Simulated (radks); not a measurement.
The numbers below are computed, except where a source is named.
Task: Successive ionisation energies (eV) of one element, from differences of total energies of ions in their ground configurations, starting at charge 0: 6.796, 15.918, 27.313, 40.171, 54.232, 69.329, 126.11, 145.33, 165.12, 185.43, 206.20, 227.34, 276.32, 298.26, 546.36, 599.47, 654.23, 710.62, 768.61, 828.18, 889.29, 951.92. Level of theory: non-relativistic Kohn-Sham, LDA (Slater exchange, Perdew-Wang correlation), spin-unpolarised, spherical densities, point nucleus; relativity is left out, which matters for an element this heavy (a radial shooting solver on a logarithmic mesh with Libxc functionals). Which element is it?

Result: Molybdenum (Z = 42). The first species listed is Mo in [Kr] 4d5 5s1, the last Mo21+ in [Ar] 3d3.
